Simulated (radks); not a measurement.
The erbium ion Er2+, 66 electrons, occupied as [Xe] 4f11.25 6p0.75 (fractional occupations, a model configuration).

Method: scalar-relativistic Kohn-Sham, r2SCAN, spin-unpolarised, spherical densities, finite nucleus; meta-GGA in the generalised Kohn-Sham scheme; Fermi nuclear charge, rms radius 5.2516 fm; computed with a radial shooting solver on a logarithmic mesh with Libxc functionals.

Energy parts (hartree):
| part | energy |
|---|---|
| total | -13085.4286 |
| kinetic | 14185.0925 |
| electron-nucleus | -32059.6110 |
| Hartree | 5066.4479 |
| exchange-correlation | -277.3580 |

Orbitals (lengths in bohr, moments of r in powers of bohr; <r^-3> diverges for s and p1/2; r(max) is where P^2 peaks):
orbital   occ.  eigenvalue (hartree)      <r>  <r^-3>   r(max)      <r^2>
1s           2             -2111.862  0.02037       -  0.01286  0.0005681
2s           2             -356.3365  0.08644       -  0.07320   0.008833
2p           6             -315.1492  0.07673   14320  0.05957   0.007190
3s           2             -80.82308   0.2250       -   0.2069    0.05788
3p           6             -68.23104   0.2243    3096   0.2037    0.05833
3d          10             -52.45686   0.2038   409.2   0.1666    0.04876
4s           2             -16.78844   0.5081       -   0.4739     0.2913
4p           6             -12.62499   0.5386   693.9   0.4952     0.3299
4d          10              -7.02199   0.5828   77.45   0.5117     0.3943
5s           2              -2.71525    1.239       -    1.108      1.725
5p           6              -1.72779    1.445   91.01    1.259      2.364
4f       11.25              -0.91891   0.7781   11.08   0.5077     0.7974
6p        0.75              -0.43750    4.041   9.729    3.661      18.14

The highest occupied level is 6p at -11.905 eV. The electron density at the nucleus is 9.193e+05 e/bohr^3 (large components only). Summed over all electrons, <r^2> = 47.73 bohr^2, which gives a Langevin (diamagnetic) susceptibility term of -37.8 x 10^-6 cm^3/mol.
